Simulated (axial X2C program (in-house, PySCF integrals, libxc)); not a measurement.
Results of a calculation; reference values are marked as such.
## RuSi: input and output

Program: an in-house relativistic program for diatomic molecules.

Input file and command:
```json
{
 "zs": [
  44,
  14
 ],
 "q": 0,
 "bas": [
  "dyall-cv3z",
  "dyall-v3z"
 ],
 "levels": [
  "PBE0",
  "HF",
  "TPSS"
 ],
 "cc": true,
 "r0": 2.41,
 "thr": -2.0,
 "nmax": 110,
 "npts": 10,
 "nst": 2,
 "ntry": 8
}
```
```bash
python so2c.py task.json out
```

Keys: zs atomic numbers; q charge; bas basis sets; levels methods; cc coupled cluster on or off; r0 starting distance in Å; thr threshold in hartree for freezing inner shells (an s shell follows its p shell); nmax most natural virtual spinors; npts points on the curve; nst determinants followed; ntry starts of the search. HF also brings MP2.

Output of the HF step, 2c, at R = 2.098 Å for the state Ω = 3. It starts from PBE0 orbitals of this distance.

```
two-component X2C + atomic mean field  HF
basis functions 196  fitting functions 970  grid points 5077
iter        total energy     max residual
   1      -4815.578412516     2.78e-01
   2      -4815.608843670     1.06e-02
   3      -4815.614820920     1.53e-02
   4      -4815.618191048     1.14e-02
   5      -4815.622567739     1.02e-02
   6      -4815.631387768     7.07e-03
   7      -4815.637614787     3.88e-03
   8      -4815.638362802     4.03e-03
   9      -4815.640324437     3.17e-03
  10      -4815.641734893     2.30e-03
  11      -4815.642625278     1.75e-03
  12      -4815.643690828     1.43e-03
  13      -4815.643695675     1.19e-03
  14      -4815.643833073     1.15e-03
  15      -4815.644333421     8.98e-04
  16      -4815.644495113     7.71e-04
  17      -4815.644667303     3.89e-04
  18      -4815.644668693     3.61e-04
  19      -4815.644680494     1.47e-04
  20      -4815.644685592     5.28e-05
  21      -4815.644686241     3.55e-05
  22      -4815.644686441     2.37e-05
  23      -4815.644686587     2.59e-05
  24      -4815.644686626     2.59e-05
  25      -4815.644686873     3.68e-05
  26      -4815.644687011     3.57e-05
  27      -4815.644687086     2.44e-05
  28      -4815.644687124     1.93e-05
  29      -4815.644687146     1.90e-05
  30      -4815.644687164     1.58e-05
  31      -4815.644687176     1.42e-05
  32      -4815.644687182     6.76e-06
  33      -4815.644687183     2.98e-06
converged
one-electron -6950.79017291  Coulomb 2134.90194821  exact exchange -152.85437535  xc functional 0.00000000  nuclear repulsion 155.37328976  atomic mean-field constant -2.27537690
correlated 12  virtual 262  natural virtual 110  E(MP2) -0.327944971  MP2 remainder -0.012468542
iter   CCSD correlation   residual
   1     -0.307617144   2.19e-01
   2     -0.324548497   1.31e-01
   3     -0.340186137   9.12e-02
   4     -0.348332445   5.41e-02
   5     -0.354360127   3.18e-02
   6     -0.355239103   1.41e-02
   7     -0.355987450   7.51e-03
   8     -0.356037253   3.81e-03
   9     -0.356094472   1.96e-03
  10     -0.356157702   7.67e-04
  11     -0.356143789   4.00e-04
  12     -0.356152036   2.46e-04
  13     -0.356146313   1.73e-04
  14     -0.356142516   1.17e-04
  15     -0.356141374   6.94e-05
  16     -0.356140745   3.56e-05
  17     -0.356140749   1.86e-05
(T) -0.025362957  T1 0.1666  D1 0.2755  max T2 0.067
```
Energies are in hartree; totals compare only within one Hamiltonian and basis. T1 is large, a sign of multireference character or of a spin-contaminated reference. T1 in the output is the amplitude norm over the root of the electron number; divide by √2 for the Lee–Taylor value. The determinant is spin-polarised beyond a pure state at some levels (its spin-free form has ⟨S²⟩ too high), which makes Re and μ there less reliable.
